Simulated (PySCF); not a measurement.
# Partial charges of `CC(=O)[SiH2][SiH2][SiH2][SiH3]`

Species: C₂H₁₂OSi₄.
Atom-mapped SMILES: `[CH3:1][C:2](=[O:3])[SiH2:4][SiH2:5][SiH2:6][SiH3:7]` (hydrogens: H8, H9, H10 on C1; H11, H12 on Si4; H13, H14 on Si5; H15, H16 on Si6; H17, H18, H19 on Si7)

Structure used (PBE0-D3(BJ)/def2-SVP), in Å, numbered top down from 1:
```
atom  x, y, z in Å
C1    -2.6552    0.0988   -1.3935
C2    -1.3373    0.2359   -0.6876
O3    -0.2854    0.0050   -1.2484
Si4   -1.2596    0.8121    1.1721
Si5    0.2546   -0.6235    2.2447
Si6    1.8304   -1.3174    0.6498
Si7    2.6567    0.5638   -0.4875
H8    -3.2910   -0.6230   -0.8546
H9    -3.1914    1.0619   -1.3738
H10   -2.5009   -0.2295   -2.4309
H11   -0.7306    2.2104    1.1383
H12   -2.6256    0.8336    1.7846
H13   -0.4927   -1.7793    2.8358
H14    0.9240    0.1228    3.3568
H15    1.1794   -2.2846   -0.2849
H16    2.9337   -2.0367    1.3667
H17    2.6302    0.3608   -1.9653
H18    1.8570    1.7754   -0.1298
H19    4.0728    0.8205   -0.0697
```

Density: PBE0/pcSseg-1 (PySCF); schemes: Mulliken, IAO, Hirshfeld and ESP-fitted. One conformer (not necessarily the lowest) at the PBE0-D3(BJ)/def2-SVP geometry, without solvent, vibrations or thermal averaging.

Q: Atoms with like bonding are taken together and averaged. Do the Mulliken, IAO, Hirshfeld and ESP-fitted schemes agree on where the charge is lowest?

A: The schemes don't all agree: Mulliken O3 (-0.362); IAO C1 (-0.462); Hirshfeld O3 (-0.177); ESP-fitted C1 (-0.519).

Q: For which atoms does the sign change between the 4 schemes (beyond +0.03 e in one, beyond −0.03 e in another)?

A: For none.

Q: At which atom do the 4 schemes differ most?

A: At C2: from -0.021 (Mulliken) to +0.532 e (ESP-fitted), 0.553 e apart.

Q: Tabulate the Mulliken, IAO, Hirshfeld and ESP-fitted charges.

A: In e; atoms taken as equivalent share a row and are averaged (×n: the atom named and its like, n in all):

| atom | environment | Mulliken | IAO | Hirshfeld | ESP-fitted |
| --- | --- | --- | --- | --- | --- |
| C1 | methyl carbon next to a carbonyl | -0.271 | -0.462 | -0.120 | -0.519 |
| C2 | carbonyl carbon | -0.021 | +0.174 | +0.097 | +0.532 |
| O3 | carbonyl oxygen | -0.362 | -0.391 | -0.177 | -0.443 |
| Si4 | SiH2 silicon | +0.283 | +0.355 | +0.219 | +0.113 |
| Si5 | SiH2 silicon | +0.016 | +0.151 | +0.142 | +0.117 |
| Si6 | SiH2 silicon | +0.001 | +0.159 | +0.137 | +0.110 |
| Si7 | SiH3 silicon | +0.232 | +0.302 | +0.199 | +0.238 |
| H8/H9/H10 | methyl hydrogen | +0.145 | +0.164 | +0.057 | +0.149 |
| H11/H12 | Si–H hydrogen | -0.030 | -0.087 | -0.071 | -0.062 |
| H13/H14 | Si–H hydrogen | -0.018 | -0.077 | -0.072 | -0.058 |
| H15/H16 | Si–H hydrogen | -0.019 | -0.081 | -0.076 | -0.060 |
| H17/H18/H19 | Si–H hydrogen | -0.059 | -0.097 | -0.076 | -0.079 |

Mean size of the charges over all atoms: IAO 0.172 e, ESP-fitted 0.164 e, Mulliken 0.102 e, Hirshfeld 0.102 e. Each set sums to the total charge, 0, to within 0.001 e. The Mulliken scheme gives each basis function's population to the atom it is centred on and halves the overlap population of two atoms between them.

Some averages cover members that differ in this geometry: H17/H18/H19, ESP-fitted -0.097 to -0.057; H11/H12, Mulliken -0.048 to -0.013; H17/H18/H19, Mulliken -0.070 to -0.043 e.

Q: Sum the charges by element, for elements with more than one atom.

A: 
| element | atoms | Mulliken | IAO | Hirshfeld | ESP-fitted |
| --- | --- | --- | --- | --- | --- |
| C | 2 | -0.292 | -0.288 | -0.023 | +0.014 |
| Si | 4 | +0.532 | +0.968 | +0.698 | +0.578 |
| H | 12 | +0.121 | -0.290 | -0.497 | -0.148 |

Q: How many electrons does the IAO scheme count on Si7?

A: Z − q = 14 − (+0.302) = 13.698.

Q: How closely do the schemes follow one another over all atoms?

A: Correlation coefficient and root-mean-square difference: IAO with Hirshfeld 0.92, 0.111 e; Mulliken with IAO 0.92, 0.090 e; IAO with ESP-fitted 0.89, 0.104 e; Mulliken with Hirshfeld 0.80, 0.089 e; Hirshfeld with ESP-fitted 0.76, 0.156 e; Mulliken with ESP-fitted 0.74, 0.151 e.
